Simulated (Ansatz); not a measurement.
Relaxation of C2H11SbSi2 (16 atoms, charge 0, multiplicity 1), to a largest force component of 0.015 eV/Å in at most 40 steps.

All numbers below come from Ansatz 0.2.0, RHF/def2-SVP.

```xyz
16
Properties=species:S:1:pos:R:3
C -0.793 -1.446 -0.548
C 0.445 -0.652 -0.258
Sb 1.884 -1.057 -1.811
Si 0.227 1.211 -0.185
Si -1.161 1.692 1.536
H -1.266 -1.055 -1.533
H -1.562 -1.224 0.247
H -0.597 -2.474 -0.619
H 0.860 -0.970 0.761
H 3.212 -0.390 -0.782
H 2.168 -2.685 -1.158
H 1.461 1.896 0.005
H -0.528 1.678 -1.445
H -0.562 1.230 2.810
H -1.347 3.141 1.629
H -2.464 1.083 1.397
```

Question: Where does it end, and by what steps?

Answer: The run converged. After 5 steps the energy has fallen by 0.686 eV; H10 moved furthest, 0.20 Å.

```csv
step,energy less start (eV),largest force component (eV/Å),accepted
0,0.0000,3.018,yes
1,-0.4793,1.668,yes
2,-0.6637,0.474,yes
3,-0.5715,1.516,no
4,-0.6841,0.090,yes
5,-0.6860,0.013,yes
```

```xyz
16
Properties=species:S:1:pos:R:3
C -0.815 -1.452 -0.579
C 0.468 -0.650 -0.298
Sb 2.012 -1.136 -1.798
Si 0.168 1.222 -0.183
Si -1.240 1.791 1.643
H -1.266 -1.175 -1.534
H -1.569 -1.284 0.195
H -0.624 -2.527 -0.606
H 0.894 -0.968 0.656
H 3.315 -0.506 -0.901
H 2.260 -2.723 -1.225
H 1.464 1.933 -0.019
H -0.454 1.708 -1.445
H -0.650 1.295 2.913
H -1.399 3.264 1.737
H -2.586 1.183 1.487
```

Run time: 24 s on 2 threads of Arm Neoverse V2, on a shared host, peak memory 0.44 GiB.
